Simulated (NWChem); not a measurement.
Species: Si2H2F4; SMILES F[SiH]([SiH](F)F)F

```xyz
8

Si    -1.1116     0.3697     0.0028
F     -1.8473    -0.2397     1.2981
F     -1.8452    -0.2322    -1.2972
Si     1.1116    -0.3697     0.0028
F      1.8452     0.2322    -1.2972
F      1.8473     0.2397     1.2981
H     -1.2913     1.8416     0.0070
H      1.2913    -1.8416     0.0070
```
Atoms are numbered in this order, from 1.

All runs: NWChem. Pople sets run with spherical d functions. Structure relaxed at the B3LYP/6-31G* (spherical d) level. Static field.

```tsv
level	basis functions	isotropic polarisability (bohr³)	anisotropy (bohr³)	relative time
PBE/6-31G*	96	41.8	12.5	1
PBE/6-31+G*	120	48.5	11.9	3
PBE/def2-SVP	102	42.7	13.4	1
PBE/def2-SVPD	156	52.9	12.5	5
PBE/aug-cc-pVDZ	164	53.3	12.9	9
PBE/Sadlej pVTZ	178	53.7	13.3	7
```

The last column is a rough cost ratio, cheapest run = 1.
